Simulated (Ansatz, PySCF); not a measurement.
Ga(Me)3 (C3H9Ga), SMILES [Ga]([CH3])([CH3])[CH3].

The structure is a stationary point at ωB97X-D3(BJ)/def2-SVP. The isomer is the one that the SMILES or the coordinates give; other isomers of the formula were not compared.

Vertical ionisation energy (IE) and electron affinity (EA) in eV. Rows of orbital energies are one-electron estimates. Where ΔSCF, EOM or ADC give a negative EA the extra electron is unbound and the value depends on the basis.

```
level                                                                        IE     EA
-------------------------------------------------------------------------  ----  -----
−ε(HOMO), −ε(LUMO), PBE0/def2-TZVP (PySCF)                                 7.44   0.50
−ε(HOMO), −ε(LUMO), PBE/def2-TZVP (PySCF)                                  6.22   1.32
ΔSCF, CAM-B3LYP/def2-TZVPD (Ansatz), final states of multiplicity 2 and 2  9.59  -0.78
ΔSCF, PBE/def2-TZVPD (Ansatz), final states of multiplicity 2 and 2        9.18  -0.53
```

What vertical singlet–triplet gap does ΔSCF give with CAM-B3LYP/def2-TZVPD (Ansatz, a first-principles code) and with PBE/def2-TZVPD (Ansatz)? (Estimate from the structure and the level; the computed values follow.)

5.32 and 4.81 eV (triplet above singlet where positive).
